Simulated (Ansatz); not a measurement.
One change: `[SiH3][SiH2]Br` becomes `[SiH3][SiH3]`.

Ansatz, PBE0-D4/def2-TZVP geometries, multiplicity 1. 

Scalar relativity is left out up to krypton.

```
                                          property  `[SiH3][SiH2]Br`
    size of the dipole moment (PBE/def2-TZVPP) / D              1.29
               HOMO energy (B3LYP/def2-TZVPP) / eV             -7.78
                 HOMO energy (PBE/def2-TZVPP) / eV             -6.83
             HOMO energy (ωB97M-V/def2-TZVPP) / eV            -10.06
              HOMO–LUMO gap (PBE0/def2-TZVPP) / eV              7.24
size of the dipole moment (ωB97M-V/def2-TZVPP) / D              1.46
```

Problem. What does the change do to each property? (Estimate.)

Solution. Computed: 
```json
{"property": "size of the dipole moment (PBE/def2-TZVPP) / D", "`[SiH3][SiH3]`": "0.00", "shift": "-1.29"}
{"property": "HOMO energy (B3LYP/def2-TZVPP) / eV", "`[SiH3][SiH3]`": "-8.19", "shift": "-0.41"}
{"property": "HOMO energy (PBE/def2-TZVPP) / eV", "`[SiH3][SiH3]`": "-7.27", "shift": "-0.44"}
{"property": "HOMO energy (ωB97M-V/def2-TZVPP) / eV", "`[SiH3][SiH3]`": "-10.43", "shift": "-0.37"}
{"property": "HOMO–LUMO gap (PBE0/def2-TZVPP) / eV", "`[SiH3][SiH3]`": "8.68", "shift": "1.44"}
{"property": "size of the dipole moment (ωB97M-V/def2-TZVPP) / D", "`[SiH3][SiH3]`": "0.00", "shift": "-1.46"}
```

With PBE0 the HOMO falls by 0.39 eV and the LUMO rises by 1.05 eV, so the gap widens by about 1.44 eV. PBE moves the HOMO by -0.44 eV and ωB97M-V by -0.37 eV.

B3LYP here is the variant with VWN-RPA as its local correlation; programs differ in this.

Spin–orbit coupling is left out; it splits and shifts lone-pair levels of the heavy atoms by tenths of an eV.
